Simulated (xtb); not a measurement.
Si(H)(Me)2(OH) (C2H8OSi), SMILES C[SiH](C)O. All values are semi-empirical tight-binding results from xtb (GFN2-xTB unless named), good for trends rather than for accurate numbers. Coordinates come from a GFN2-xTB optimisation. One conformer was computed; it need not be the lowest.

Estimate the properties. (An estimate is asked for; the answer gives what the named calculation found.)


```
Item                                             Value
---------------------------------------  -------------
point group as xtb finds it                         Cs
orbital gap                                    6.80 eV
dipole moment                                   1.71 D
zero-point energy                        59.6 kcal/mol
G − E(el) at 298.15 K (modified RRHO)    40.6 kcal/mol
static polarisability (D4 model)            60.6 bohr³
solvation energy, GFN2-xTB/ALPB(water)   -3.8 kcal/mol
solvation energy, GFN2-xTB/ALPB(ch2cl2)  -3.8 kcal/mol
```
